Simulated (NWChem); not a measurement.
System: BH2F; SMILES BF

The following NWChem deck was run.

```
start job
memory heap 200 mb stack 900 mb global 1100 mb
geometry units angstroms noautoz
  B      0.000000     0.000000     0.661374
  H      0.000000    -1.057753     1.220231
  H      0.000000     1.057753     1.220231
  F      0.000000     0.000000    -0.662414
end
basis spherical
  B library def2-svp
  H library def2-svp
  F library def2-svp
end
dft
  xc rpbe cpbe96
  iterations 150
  mulliken
end
task dft energy
```

All runs use the structure optimised with B3LYP/6-31G* (spherical d).

### Question
What results follow from this input? (RPBE/def2-SVP.) Quantities: energy (Ha); highest occupied level (eV); orbital gap (eV); dipole (D).

### Answer
```json
{
 "energy (Ha)": "-125.81",
 "highest occupied level (eV)": "-7.62",
 "orbital gap (eV)": "5.61",
 "dipole (D)": "0.43"
}
```
